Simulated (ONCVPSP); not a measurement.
# Pseudopotential generation for Ge: ONCV, LDA (Perdew-Wang 92), scalar-relativistic.

The input file (ONCVPSP 4.0.1):

```
# ATOM AND REFERENCE CONFIGURATION
# atsym  z   nc   nv     iexc    psfile
  Ge 32.00    5    3  -001012      upf
#
#   n    l    f
    1    0    2.00
    2    0    2.00
    2    1    6.00
    3    0    2.00
    3    1    6.00
    3    2   10.00
    4    0    2.00
    4    1    2.00
#
# PSEUDOPOTENTIAL AND OPTIMIZATION
# lmax
    2
#
#   l,   rc,      ep,       ncon, nbas, qcut
    0    1.50    0.00    4    7    4.60
    1    2.15    0.00    4    8    3.20
    2    0.85    0.00    3    7   18.60
#
# LOCAL POTENTIAL
# lloc, lpopt,  rc(5),   dvloc0
    4    4    0.80    3.00
#
# VANDERBILT-KLEINMAN-BYLANDER PROJECTORs
# l, nproj, debl
    0    2    2.20
    1    1    3.80
    2    2    1.00
#
# MODEL CORE CHARGE
# icmod, fcfact, rcfact
    3    3.25    1.50
#
# LOG DERIVATIVE ANALYSIS
# epsh1, epsh2, depsh
   -3.00    5.00    0.02
#
# OUTPUT GRID
# rlmax, drl
    6.00    0.01
#
# TEST CONFIGURATIONS
# ncnf
    4
# nvcnf
#   n    l    f
    3
    3    2   10.00
    4    0    2.00
    4    1    1.00
#
    3
    3    2   10.00
    4    0    2.00
    4    1    0.00
#
    3
    3    2   10.00
    4    0    1.00
    4    1    0.00
#
    3
    3    2   10.00
    4    0    0.00
    4    1    0.00
#
```

Command:

```bash
oncvpsp.x < Ge.dat > Ge.out
```

Resulting log (shortened: citation, most of the input echo, consistency checks and plot data are left out):

```
ONCVPSP  (Optimized Norm-Conservinng Vanderbilt PSeudopotential)
scalar-relativistic version 4.0.1

#   n    l    f        energy (Ha)
    1    0    2.00    -4.0208007E+02
    2    0    2.00    -5.0326278E+01
    2    1    6.00    -4.4027711E+01
    3    0    2.00    -6.1642947E+00
    3    1    6.00    -4.2403417E+00
    3    2   10.00    -1.0862891E+00
    4    0    2.00    -4.3899520E-01
    4    1    2.00    -1.4871438E-01

Reference configufation results
  iterations    27
  all-electron total energy (Ha)   -2.09589946D+03

Begin loop to  construct optimized pseudo wave functions
and semi-local pseudopoentials for all angular momenta

   Wellstate for l =  0  n =  5
     eigenvalue =   1.7610
     asymptotic potential =   2.2610
     half-point radius =  2.5385

Calculating optimized projector #   1

 for l=   0

    Fraction of norm inside rc  0.225261
    Optimizing pswf for qcut=   4.60 a_B^-1,  ecut=  10.58 Ha
    Residual kinetic energy error=  2.70D-04 Ha

    Energy error per electron        Cutoff
         Ha          eV             Ha
         0.01000     0.27211        6.04
         0.00100     0.02721        8.74
         0.00010     0.00272       37.14
         0.00001     0.00027       56.57

Calculating optimized projector #   2

 for l=   0

    Fraction of norm inside rc  0.179076
    Optimizing pswf for qcut=   4.60 a_B^-1,  ecut=  10.58 Ha
    Residual kinetic energy error=  9.48D-03 Ha

    Energy error per electron        Cutoff
         Ha          eV             Ha
         0.01000     0.27211       10.52
         0.00100     0.02721       14.95
         0.00010     0.00272       51.48
         0.00001     0.00027       77.15

Calculating optimized projector #   1

 for l=   1

    Fraction of norm inside rc  0.311153
    Optimizing pswf for qcut=   3.19 a_B^-1,  ecut=   5.10 Ha
    Residual kinetic energy error=  6.05D-04 Ha

    Energy error per electron        Cutoff
         Ha          eV             Ha
         0.01000     0.27211        1.84
         0.00100     0.02721        3.02
         0.00010     0.00272       25.64
         0.00001     0.00027       43.22

WARNING wellstate: negative energy specified for n= 4 l=  2
WARNING scattering state with energy  0.25000000
WARNING will be used for the first projector

   Wellstate for l =  2  n =  4
     eigenvalue =   0.2500
     asymptotic potential =   0.7500
     half-point radius =  6.3284

Calculating optimized projector #   1

 for l=   2

    Fraction of norm inside rc  0.695682
    Optimizing pswf for qcut=  18.61 a_B^-1,  ecut= 173.08 Ha
    Residual kinetic energy error=  1.91D-06 Ha

    Energy error per electron        Cutoff
         Ha          eV             Ha
         0.01000     0.27211      113.94
         0.00100     0.02721      134.17
         0.00010     0.00272      150.15
         0.00001     0.00027      162.42

Calculating optimized projector #   2

 for l=   2

    Fraction of norm inside rc  0.017529
    Optimizing pswf for qcut=  18.61 a_B^-1,  ecut= 173.08 Ha
    Residual kinetic energy error=  8.85D-08 Ha

    Energy error per electron        Cutoff
         Ha          eV             Ha
         0.01000     0.27211       76.86
         0.00100     0.02721      105.89
         0.00010     0.00272      128.72
         0.00001     0.00027      147.10

Construct Vanderbilt / Kleinmman-Bylander projectors

B matrix Hermiticity error, ll=   0
   1   2    1.7012E-04

  Orthonormal projector coefficients  2.1369E+01  4.7985E+00

B matrix Hermiticity error, ll=   2
   1   2    1.1040E-04

  Orthonormal projector coefficients -2.9866E+01 -7.4663E+00

Model core correction analysis
  based on d2Exc/dn_idn_j

d2excae - all-electron derivatives

   -3.243241D-02   -6.296945D-03   -3.032316D-03
   -6.296516D-03   -2.897478D-02   -2.278963D-02
   -3.032206D-03   -2.278919D-02   -2.449923D-02

d2excps - pseudofunction derivatives with no core correction

   -5.437236D-02   -7.037640D-03   -3.362444D-03
   -7.037200D-03   -3.022088D-02   -2.326575D-02
   -3.362369D-03   -2.326545D-02   -2.464783D-02

rms 2nd derivative error    7.338671E-03

rmatch, rhocmatch    0.7328   19.5623

Teter function model core charge with specified parameters

d2excps - pseudofunction derivatives with core correction

   -3.973258D-02   -6.126520D-03   -2.962196D-03
   -6.126035D-03   -2.974906D-02   -2.307083D-02
   -2.962087D-03   -2.307050D-02   -2.456654D-02

rms 2nd derivative error    2.452268E-03

Pseudoatom total energy  -93.664500

Diagnostic tests using Vanderbilt-Kleinman-Bylander pseudopotentials
  1 or more projectors used as specified by nproj input data

   l    rcore       rmatch      e in        delta e   norm test  slope test

   0   1.5022667   1.5478788  -0.4389952  -0.0000004   1.0000310   1.0000108
run_diag: lschvkbbe ERROR   2   1   0  60  1.76100480E+00  1.53490432E+00
   0   1.5022667   1.5478788   1.7610048  -0.2261005   0.1371893   0.1716649

   1   2.1509281   2.2162349  -0.1487144  -0.0000002   1.0000009   1.0001067

   2   0.8510183   0.8768570  -1.0862891  -0.0000229   1.0002298   1.0002543
   2   0.8510183   0.8768570   0.2500000  -0.0000338   1.0004098   1.0004098

 Testing for bound ghosts
   n   l    E NL Schr. Eq   E Basis Diag.   E Cutoff

       0                       -2.612833     82.37  WARNING - GHOST(-)
   1   0       -0.438996       -0.421258     82.37

   2   1       -0.148715       -0.140173     47.71

   3   2       -1.086312       -1.076164    356.32

 Testing for highly-localized positive-energy ghosts
       l    <radius>/rc     E Basis Diag.   E Cutoff

       0        0.376115       28.360661     82.37  WARNING - GHOST(+)

Test configuration 0

   n   l     f        eae           eps        diff
   1   0  2.0000 -402.08006791
   2   0  2.0000  -50.32627815
   2   1  6.0000  -44.02771123
   3   0  2.0000   -6.16429471
   3   1  6.0000   -4.24034169
   3   2 10.0000   -1.08628908   -1.08631200   -2.29D-05
   4   0  2.0000   -0.43899520   -0.43899556   -3.59D-07
   4   1  2.0000   -0.14871438   -0.14871454   -1.59D-07

    Total energies and differences
      AE_ref= -2.09589946D+03  AE_tst= -2.09589946D+03  dif=  0.00D+00
      PS_ref= -9.36644998D+01  PS_tst= -9.36644998D+01  dif= -2.98D-13
      PSP excitation error=  2.98D-13

Test configuration 1

   n   l     f        eae           eps        diff
   1   0  2.0000 -402.41701054
   2   0  2.0000  -50.66024650
   2   1  6.0000  -44.36208384
   3   0  2.0000   -6.49803710
   3   1  6.0000   -4.57407500
   3   2 10.0000   -1.41913436   -1.41737455    1.76D-03
   4   0  2.0000   -0.74021131   -0.74000961    2.02D-04
   4   1  1.0000   -0.42146137   -0.42140964    5.17D-05

    Total energies and differences
      AE_ref= -2.09589946D+03  AE_tst= -2.09561905D+03  dif=  2.80D-01
      PS_ref= -9.36644998D+01  PS_tst= -9.33840983D+01  dif=  2.80D-01
      PSP excitation error=  1.10D-05

Test configuration 2

   n   l     f        eae           eps        diff
   1   0  2.0000 -402.82842097
   2   0  2.0000  -51.06508515
   2   1  6.0000  -44.76777488
   3   0  2.0000   -6.90192104
   3   1  6.0000   -4.97785661
   3   2 10.0000   -1.82088312   -1.81835659    2.53D-03
   4   0  2.0000   -1.08894223   -1.08934541   -4.03D-04

    Total energies and differences
      AE_ref= -2.09589946D+03  AE_tst= -2.09504172D+03  dif=  8.58D-01
      PS_ref= -9.36644998D+01  PS_tst= -9.28067863D+01  dif=  8.58D-01
      PSP excitation error=  2.53D-05

Test configuration 3

   n   l     f        eae           eps        diff
   1   0  2.0000 -403.35892087
   2   0  2.0000  -51.58296644
   2   1  6.0000  -45.28677520
   3   0  2.0000   -7.41979906
   3   1  6.0000   -5.49515852
   3   2 10.0000   -2.33293259   -2.32525857    7.67D-03
   4   0  1.0000   -1.50292907   -1.50333645   -4.07D-04

    Total energies and differences
      AE_ref= -2.09589946D+03  AE_tst= -2.09374760D+03  dif=  2.15D+00
      PS_ref= -9.36644998D+01  PS_tst= -9.15120829D+01  dif=  2.15D+00
      PSP excitation error= -5.51D-04

Test configuration 4

psatom: WARNING lschvkbb convergence error n,l,iter=   2   1   4
ea(ii),et,emin,emax -1.615361E-01 -1.776897E-01 -1.776897E-01 -1.776897E-01
run_config: WARNING for fully non-local PS atom, stg. 1
 WARNING no output for configuration 5
```

Note: ghosts flagged at negative energy: s at -71.1 eV; GHOST(+) flags only above 600 eV. A true bound ghost makes a file unfit for plane-wave use.

The run took about 2.9 s on one core of a shared server CPU.
